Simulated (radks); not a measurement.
The oxygen anion O- inside a hard spherical wall (all orbitals vanish at R), configuration held at [He] 2s2 2p5 and not refilled when levels cross. Method: scalar-relativistic Kohn-Sham, LDA (Slater exchange, VWN5 correlation), spin-unpolarised, spherical densities, finite nucleus; Fermi nuclear charge, rms radius 2.6991 fm; computed with a radial shooting solver on a logarithmic mesh with Libxc functionals. Eigenvalues in eV, with the zero of energy where the potential of the charges vanishes at infinity; a dash marks a level that is unbound or too diffuse for the functional's potential to be trusted. A positive occupied level is held by the wall or, in an anion where self-interaction has pushed it up, behind a barrier. The pressure on the wall is -dE/dV.

| R (bohr) | E (hartree) | kinetic (hartree) | e(1s) | e(2s) | e(2p) | e(3s, empty) | e(3p, empty) | pressure (GPa) |
|---|---|---|---|---|---|---|---|---|
| 12 | -74.64973 | 74.375 | -498.55 | -12.472 | 1.624 | 3.920 | 4.699 | 0.00329 |
| 10 | -74.64898 | 74.378 | -498.42 | -12.351 | 1.738 | 4.797 | 5.986 | 0.0151 |
| 8 | -74.64621 | 74.390 | -498.08 | -12.064 | 2.013 | 6.373 | 8.274 | 0.0972 |
| 7 | -74.64209 | 74.406 | -497.71 | -11.764 | 2.306 | 7.768 | 10.224 | 0.292 |
| 6 | -74.63204 | 74.446 | -497.02 | -11.225 | 2.847 | 10.079 | 13.296 | 1.02 |
| 4 | -74.50993 | 74.908 | -492.18 | -7.886 | 6.452 | 23.733 | 29.171 | 25.1 |
| 3.5 | -74.38232 | 75.371 | -488.68 | -5.628 | 9.006 | 32.938 | 38.823 | 70.0 |
| 3 | -74.09692 | 76.348 | -482.52 | -1.668 | 13.521 | 48.934 | 54.703 | 221 |
| 2.5 | -73.39698 | 78.527 | -471.13 | 5.962 | 22.095 | 79.136 | 83.074 | 816 |
| 1.5 | -65.41233 | 97.352 | -404.77 | 66.490 | 82.359 | 300.59 | 270.32 | 22400 |
